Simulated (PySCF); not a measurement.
Series: germanium hydride cages (EH)n. Isolated molecules, 0 K electronic values unless said otherwise. Each species was relaxed from one start; no search for lower structures was made at this level. Strings in code marks are SMILES.

Calculation: ωB97X-D3(BJ)/def2-SVP // PBE-D3(BJ)/def2-SVP (PySCF). 

| species | HOMO–LUMO gap (eV) | LUMO (eV) |
|---|---|---|
| [3]prismane cage Ge6H6 `[GeH]12[GeH]3[GeH]1[GeH]1[GeH]2[GeH]31` | 8.68 | 0.70 |
| [4]prismane cage Ge8H8 `[GeH]12[GeH]3[GeH]4[GeH]1[GeH]1[GeH]2[GeH]3[GeH]41` | 8.47 | 0.42 |
| [5]prismane cage Ge10H10 `[GeH]12[GeH]3[GeH]4[GeH]1[GeH]1[GeH]2[GeH]2[GeH]3[GeH]4[GeH]12` | 8.73 | 0.25 |
